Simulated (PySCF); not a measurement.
**A search over the determinants of RbBe**

Unrestricted PBE0; PySCF, scalar-relativistic core potentials, basis sets Rb def2-TZVP with ECP28, Be def2-TZVP. Outer shells of the fragments: Rb 5s1; Be 2s2.

Followed along the bond (rough minima from three points):

| 2Ms+1 | unpaired | ⟨S²⟩ at the start | R at minimum (Å) | Te (eV) |
| --- | --- | --- | --- | --- |
| 2 | σ ↑ | 0.77 | 3.60 | 0.00 |
| 2 | π ↑ | 0.76 | 3.08 | 0.60 |
| 4 | σ ↑↑, π ↑ | 3.75 | 3.43 | 2.13 |

Solutions found at the starting distance of 3.020 Å, counted from the lowest of them; the search is not exhaustive and high or unbound solutions are not listed, so other states can lie among these:

| 2Ms+1 | unpaired | term | E (eV) | ⟨S²⟩ | ⟨Lz²⟩ | μ (D) |
| --- | --- | --- | --- | --- | --- | --- |
| 2 | σ ↑ | ²Σ⁺ | 0.00 | 0.77 | 0.00 | -3.33 |
| 2 | π ↑ | ²Π | 0.42 | 0.76 | 1.01 | -8.87 |
| 4 | σ ↑↑, π ↑ | ⁴Π | 2.04 | 3.75 | 1.00 | -6.46 |
| 4 | σ ↑, π ↑↑ | ⁴Σ⁻ | 2.28 | 3.75 | 0.00 | -9.52 |
| 2 | δ ↑ | ²Δ | 2.39 | 0.75 | 4.00 | 1.54 |
| 4 | σ ↑↑↑ | ⁴Σ⁺ | 2.98 | 3.75 | 0.00 | 3.18 |
| 2 | σ ↑↑, π ↓ | mixed | 3.01 | 1.75 | 1.00 | -7.09 |
| 2 | σ ↑, π ↑↓ | mixed | 3.18 | 1.75 | 2.01 | -8.63 |
| 2 | σ ↑ | mixed | 3.66 | 1.06 | 2.00 | -6.22 |
| 4 | σ ↑, π ↑↑ | mixed | 4.11 | 3.75 | 2.00 | 4.52 |
| 4 | σ ↑↑, δ ↑ | ⁴Δ | 4.67 | 3.75 | 4.00 | 0.62 |

A term symbol is given only where ⟨S²⟩ and ⟨Lz²⟩ are close to those of a pure state; real π, δ and φ orbitals otherwise mix terms. A positive dipole means Rb(−)Be(+).

Compare the gap between the two lowest followed solutions at the starting distance with the gap between their minima.

At PBE0 the second solution (doublet, unpaired electrons π ↑) lies +0.42 eV from the first (doublet, unpaired electrons σ ↑) at 3.020 Å and +0.60 eV at the minima; the two curves relax by different amounts, since their minima lie near 3.08 and 3.60 Å.

Spin–orbit coupling is left out. Counting both spins, an empty level lies below a filled one in some of these solutions, because spin and occupation are held.
